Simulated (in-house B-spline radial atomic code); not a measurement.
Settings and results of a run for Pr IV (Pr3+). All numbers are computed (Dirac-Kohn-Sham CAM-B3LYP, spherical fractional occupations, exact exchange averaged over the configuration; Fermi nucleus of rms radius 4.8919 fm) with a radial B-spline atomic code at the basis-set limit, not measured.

Command:
```bash
python run_scf.py task.json out
```
Settings (nuclear radius in fm, mass in u):
```
Z                59
configuration    [Xe] 4f2
hamiltonian      dirac
method           camb3lyp
spin_polarised   False
nucleus          fermi
rms_radius       4.8919
atomic_mass      140.90766
speed_of_light   137.035999084
exact_exchange   averaged over the configuration
```

Output (hartree, bohr):
```
 radial grid: 73 intervals, B-splines of order 8, outer radius 39.1892 bohr

 iter        energy (Eh)    residual
    1       -9228.117086    5.68e-01
    2       -9234.521418    5.11e-01
    3       -9241.190568    9.66e-02
    4       -9241.460727    2.84e-02
    5       -9241.474683    7.94e-03
    6       -9241.476767    4.60e-03
    7       -9241.477230    3.30e-04
    8       -9241.477230    8.49e-05
    9       -9241.477231    3.30e-06
   10       -9241.477231    1.01e-07

 total energy                     -9241.47723
 kinetic                            9939.0125
 electron-nucleus                 -22487.0687
 Hartree                            3522.7317
 exact exchange                      -44.6490
 exchange-correlation               -171.5037

 first-order corrections (not in the total)
   Gaunt                             8.7662
   retardation                      -0.9163
   frequency dependence             -0.1019
   self-energy                       6.0417
   Uehling                          -0.9044
   Wichmann-Kroll                    0.0249
   recoil                            0.0236

 orbital      occ     eigenvalue          <r>       <r^2>       <1/r>       r_max    small
 1s1/2      2.000     -1539.7178    0.0240928 0.000789549     64.6865     0.01541  4.78e-02
 2s1/2      2.000      -249.4088     0.102556   0.0124701     15.2842     0.08739  1.04e-02
 2p1/2      2.000      -235.6844    0.0860634  0.00913455     15.2596     0.06652  1.04e-02
 2p3/2      4.000      -217.9472    0.0923648   0.0103896       13.77     0.07186  9.80e-03
 3s1/2      2.000       -55.1089     0.271827   0.0845604     5.52949      0.2492  3.21e-03
 3p1/2      2.000       -49.2644     0.261611   0.0795549     5.44146      0.2361  3.15e-03
 3p3/2      4.000       -45.7360     0.273868   0.0869691     5.06976      0.2476  2.97e-03
 3d3/2      4.000       -35.5539     0.245134   0.0708784     4.93506      0.1986  2.85e-03
 3d5/2      6.000       -34.7955     0.248975   0.0729762     4.84091      0.2019  2.80e-03
 4s1/2      2.000       -12.0655     0.621298    0.435596     2.29341      0.5787  9.94e-04
 4p1/2      2.000        -9.8596     0.638845    0.464177     2.18887      0.5871  9.26e-04
 4p3/2      4.000        -9.0930     0.666133    0.504436     2.06728      0.6115  8.68e-04
 4d3/2      4.000        -5.4500      0.71771    0.597302     1.84831      0.6298  7.19e-04
 4d5/2      6.000        -5.3143     0.727489    0.613532     1.81791      0.6379  7.03e-04
 5s1/2      2.000        -2.5740      1.47468     2.43886    0.900806       1.336  2.21e-04
 5p1/2      2.000        -1.9275      1.63142     3.00083    0.806284       1.452  1.82e-04
 5p3/2      4.000        -1.8089      1.70548     3.27808    0.765065       1.517  1.68e-04
 4f5/2      0.857        -1.2503     0.998431      1.2741     1.30021       0.675  3.86e-04
 4f7/2      1.143        -1.2359      1.00738     1.29785     1.28926      0.6797  3.81e-04
```

Run time, properties included: 17 s on 1 thread of Arm Neoverse N1, on a shared host.

For the Dirac Hamiltonian the kinetic term is c α·p + (β - 1)c².
